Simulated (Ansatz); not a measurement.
Job for Ansatz (a quantum-chemistry and plane-wave program): R-r2SCAN/def2-TZVPP on CH4OSn (SMILES C[O][SnH]), a point of a bond scan (R = 1.803 Å). Elements past Kr take the def2 small-core potentials; no spin–orbit coupling.

Ansatz 0.2 input:
```yaml
crystal:
  periodic: [false, false, false]
  atoms:
    - {symbol: Sn, position_ang: [-0.25585110, -0.35397741, 0.47967984]}
    - {symbol: H, position_ang: [-1.29538392, -0.77679445, -0.93204139]}
    - {symbol: O, position_ang: [0.88269222, 0.89219764, -0.56591150]}
    - {symbol: C, position_ang: [0.78581823, 1.22657121, -1.93455092]}
    - {symbol: H, position_ang: [0.62947298, 2.30497022, -2.04038106]}
    - {symbol: H, position_ang: [1.72035497, 0.96983708, -2.44378264]}
    - {symbol: H, position_ang: [-0.03833601, 0.70384925, -2.43318955]}
basis:
  gaussian:
    orbitals: def2-TZVPP
    pivot_positions_ang: [[-0.25585110, -0.35397741, 0.47967984], [-1.29538392, -0.77679445, -0.93204139], [0.88269222, 0.89219764, -0.56591150], [0.78581823, 1.22657121, -1.93455092], [0.62947298, 2.30497022, -2.04038106], [1.72035497, 0.96983708, -2.44378264], [-0.03833601, 0.70384925, -2.43318955]]
hamiltonian:
  xc: {name: r2SCAN}
scf: {lower_state_search: off}
output: {orbitals: {seedname: ./end}}
```

Question: What total energy does the run end on?

Answer: -330.0921 hartree.
